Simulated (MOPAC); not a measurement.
Input for MOPAC: PM6 on BGeH5O (SMILES O[BH][GeH3]), a point of a torsion scan.

```
PM6 1SCF PRECISE CHARGE=0 THREADS=1
BGeH5O

O      1.69245252 1     0.61977694 1    -0.32830931 1
B      0.89914905 1    -0.13454037 1     0.43406332 1
Ge    -1.09775350 1     0.14724052 1     0.26219299 1
H      2.30827943 1     0.24493854 1    -0.95253297 1
H      1.31251307 1    -1.14190542 1     0.90582342 1
H     -1.57588971 1    -0.91522796 1    -0.68739861 1
H     -1.57794223 1     1.40335689 1    -0.39292992 1
H     -2.03538694 1    -0.04157651 1     1.41544375 1
```

Program output:

```
*******************************************************************************
 **                                                                           **
 **                              MOPAC v23.2.5                                **
 **                                                                           **
 *******************************************************************************
 ** MOPAC's Digital Object Identifier: https://doi.org/10.5281/zenodo.6511958 **
 **                                                                           **
 ** Please cite the open-source release paper for use of this MOPAC version:  **
 ** J. E. Moussa and J. J. P. Stewart (2026)                                  **
 ** MOPAC: An open-source semiempirical molecular orbital program             **
 ** J. Open Source Softw., 11(119), 8025, https://doi.org/10.21105/joss.08025 **
 *******************************************************************************

                              PM6 CALCULATION RESULTS

 *******************************************************************************
 *  PM6        - The PM6 Hamiltonian to be used
 *
 *
 *
 *                 CHARGE ON SYSTEM = 0
 *
 *
 *
 *  PRECISE    - TIGHTER CRITERIA TO BE USED
 *  1SCF       - DO 1 SCF AND THEN STOP
 *  THREADS=1  - MULTI-THREADING NOT USED
 *  T=         - A TIME OF 172800.0 SECONDS REQUESTED
 *  DUMP=N     - RESTART FILE WRITTEN EVERY 7200.0 SECONDS REQUESTED
 *******************************************************************************
PM6 1SCF PRECISE CHARGE=0 THREADS=1
 BGeH5O

   ATOM   CHEMICAL          X               Y               Z
  NUMBER   SYMBOL      (ANGSTROMS)     (ANGSTROMS)     (ANGSTROMS)

     1       O          1.69245252  *   0.61977694  *  -0.32830931  *
     2       B          0.89914905  *  -0.13454037  *   0.43406332  *
     3      Ge         -1.09775350  *   0.14724052  *   0.26219299  *
     4       H          2.30827943  *   0.24493854  *  -0.95253297  *
     5       H          1.31251307  *  -1.14190542  *   0.90582342  *
     6       H         -1.57588971  *  -0.91522796  *  -0.68739861  *
     7       H         -1.57794223  *   1.40335689  *  -0.39292992  *
     8       H         -2.03538694  *  -0.04157651  *   1.41544375  *



          CARTESIAN COORDINATES

    NO.       ATOM           X           Y           Z

     1         O          1.6925      0.6198     -0.3283
     2         B          0.8991     -0.1345      0.4341
     3        Ge         -1.0978      0.1472      0.2622
     4         H          2.3083      0.2449     -0.9525
     5         H          1.3125     -1.1419      0.9058
     6         H         -1.5759     -0.9152     -0.6874
     7         H         -1.5779      1.4034     -0.3929
     8         H         -2.0354     -0.0416      1.4154

 General Reference for PM6:
 "Optimization of Parameters for Semiempirical Methods V: Modification of NDDO Approximations
 and Application to 70 Elements", J. J. P. Stewart, J. Mol. Mod., 13, 1173-1213 (2007)
 URL: https://link.springer.com/article/10.1007/s00894-007-0233-4

           Empirical Formula: H5 O B Ge  =     8 atoms



      MOLECULAR POINT GROUP   :   C1


      RHF CALCULATION, NO. OF DOUBLY OCCUPIED LEVELS = 9


 -------------------------------------------------------------------------------
 PM6 1SCF PRECISE CHARGE=0 THREADS=1
 BGeH5O



     1SCF WAS SPECIFIED, SO BFGS WAS NOT USED
     SCF FIELD WAS ACHIEVED


                              PM6 CALCULATION
                                                       MOPAC v23.2.5 Linux




          FINAL HEAT OF FORMATION =         97.36952 KCAL/MOL =     407.39405 KJ/MOL


          COSMO AREA              =        107.58 SQUARE ANGSTROMS
          COSMO VOLUME            =         94.33 CUBIC ANGSTROMS

          IONIZATION POTENTIAL    =          9.678456 EV
          HOMO LUMO ENERGIES (EV) =         -9.678 -0.129
          NO. OF FILLED LEVELS    =          9
          MOLECULAR WEIGHT        =        104.4389         POINT GROUP:  C1

          MOLECULAR DIMENSIONS (Angstroms)

            Atom       Atom       Distance
            H     8    H     4     4.95549
            H     7    H     5     3.66084
            O     1    H     6     2.31053


          SCF CALCULATIONS        =          1





   ATOM   CHEMICAL          X               Y               Z
  NUMBER   SYMBOL      (ANGSTROMS)     (ANGSTROMS)     (ANGSTROMS)

     1       O          1.69245252  *   0.61977694  *  -0.32830931  *
     2       B          0.89914905  *  -0.13454037  *   0.43406332  *
     3      Ge         -1.09775350  *   0.14724052  *   0.26219299  *
     4       H          2.30827943  *   0.24493854  *  -0.95253297  *
     5       H          1.31251307  *  -1.14190542  *   0.90582342  *
     6       H         -1.57588971  *  -0.91522796  *  -0.68739861  *
     7       H         -1.57794223  *   1.40335689  *  -0.39292992  *
     8       H         -2.03538694  *  -0.04157651  *   1.41544375  *

                             CARTESIAN COORDINATES

   1    O        1.692452520     0.619776940    -0.328309310
   2    B        0.899149050    -0.134540370     0.434063320
   3   Ge       -1.097753500     0.147240520     0.262192990
   4    H        2.308279430     0.244938540    -0.952532970
   5    H        1.312513070    -1.141905420     0.905823420
   6    H       -1.575889710    -0.915227960    -0.687398610
   7    H       -1.577942230     1.403356890    -0.392929920
   8    H       -2.035386940    -0.041576510     1.415443750


           Empirical Formula: H5 O B Ge  =     8 atoms



      MOLECULAR POINT GROUP   :   C1


                  EIGENVALUES
 -30.88114 -20.87417 -19.16782 -16.34010 -14.32718 -13.02635 -11.70449 -11.64901
  -9.67846  -0.12863   0.65153   2.51467   2.56992   3.11751   4.15986   4.44898
   5.60607


              NET ATOMIC CHARGES AND DIPOLE CONTRIBUTIONS

  ATOM NO.   TYPE          CHARGE      No. of ELECS.   s-Pop       p-Pop
    1          O          -0.525825        6.5258     1.66379     4.86203
    2          B           0.347225        2.6528     1.03659     1.61618
    3         Ge          -0.669071        4.6691     1.23426     3.43481
    4          H           0.361821        0.6382     0.63818
    5          H           0.056788        0.9432     0.94321
    6          H           0.139522        0.8605     0.86048
    7          H           0.144505        0.8555     0.85550
    8          H           0.145036        0.8550     0.85496
 DIPOLE           X         Y         Z       TOTAL
 POINT-CHG.     1.553    -1.817    -0.445     2.431
 HYBRID        -0.250     0.522    -0.478     0.751
 SUM            1.303    -1.295    -0.924     2.056


          ATOMIC ORBITAL ELECTRON POPULATIONS

     Atom    s        px        py        pz
    1  O   1.66379   1.58233   1.69938   1.58032
    2  B   1.03659   0.64233   0.58380   0.39005
    3 Ge   1.23426   1.16838   1.13102   1.13541
    4  H   0.63818
    5  H   0.94321
    6  H   0.86048
    7  H   0.85550
    8  H   0.85496

 **********************
 *                    *
 * JOB ENDED NORMALLY *
 *                    *
 **********************




 == MOPAC DONE ==
```

The run finished.

Cost: roughly 0.020 core-seconds.
